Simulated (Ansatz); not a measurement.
Ga3Sb3H6Cl6, relaxed as a singlet with RKS r2SCAN-D4/def2-SVP in Ansatz, starting from the GFN2-xTB geometry. Force threshold 0.03 eV/Å.

In the def2 sets Sb takes a core potential; there is no spin–orbit coupling.

Start:

Cartesian coordinates in Å:
```
Ga -0.537 0.951 -1.981
Cl -1.323 2.252 -0.487
Cl -1.893 0.714 -3.559
Sb 1.918 0.368 -2.231
Ga 3.123 -0.402 0.831
Cl 3.843 -2.298 0.295
Cl 4.589 1.077 0.526
Sb 0.996 0.094 2.159
Ga -2.276 0.090 1.919
Cl -2.072 1.912 2.949
Cl -1.978 -1.540 3.238
Sb -3.357 -0.362 -0.339
H 1.420 -1.067 -1.405
H 1.442 -0.438 -3.671
H 0.146 -0.201 0.619
H 1.259 1.700 1.618
H -3.624 -1.966 0.245
H -1.677 -0.884 -0.726
```

```tsv
step	energy (eV)	largest force component (eV/Å)	SCF passes
1	-251949.5967	1.095	18
2	-251950.0948	0.348	26
3	-251950.1517	0.161	19
4	-251950.1792	0.130	19
5	-251950.2174	0.156	19
6	-251950.2659	0.112	19
7	-251950.3215	0.256	19
8	-251950.3869	0.315	19
9	-251950.4722	0.336	20
10	-251950.5432	0.470	20
11	-251950.5694	0.701	19
14	-251950.6525	0.104	19
17	-251950.6695	0.092	19
20	-251950.6878	0.175	19
23	-251950.6982	0.128	18
26	-251950.7087	0.105	20
29	-251950.7313	0.208	19
32	-251950.7450	0.335	19
35	-251950.7941	0.227	19
38	-251950.8056	0.041	21
41	-251950.8097	0.034	19
44	-251950.8132	0.063	21
45	-251950.8139	0.024	21
```

Force components are those of the run's own axes.

End:

```csv
atom,x (Å),y (Å),z (Å)
Ga1,-0.936,0.700,-2.069
Cl2,-1.611,2.384,-0.884
Cl3,-2.088,0.224,-3.826
Sb4,1.623,0.177,-1.928
Ga5,2.358,-0.757,0.588
Cl6,1.150,-2.578,0.363
Cl7,4.508,-1.056,0.475
Sb8,1.380,1.031,2.269
Ga9,-1.802,0.016,2.188
Cl10,-2.608,1.880,2.932
Cl11,-1.072,-1.314,3.746
Sb12,-2.871,-1.076,0.026
H13,1.828,-0.840,-3.272
H14,2.227,1.604,-2.631
H15,-0.166,0.621,1.475
H16,1.581,2.243,1.056
H17,-2.106,-2.570,0.390
H18,-1.394,-0.689,-0.898
```

Bonds formed: Sb4–Ga5 (atoms count from 1).

The force fell under the threshold at step 40, but the optimiser went on and released 0.006 eV more. No frequencies were taken in this run, so the end may be a saddle point.

It took 13 min on 4 threads of Arm Neoverse V1 on a shared host, peak host memory 1 GiB.
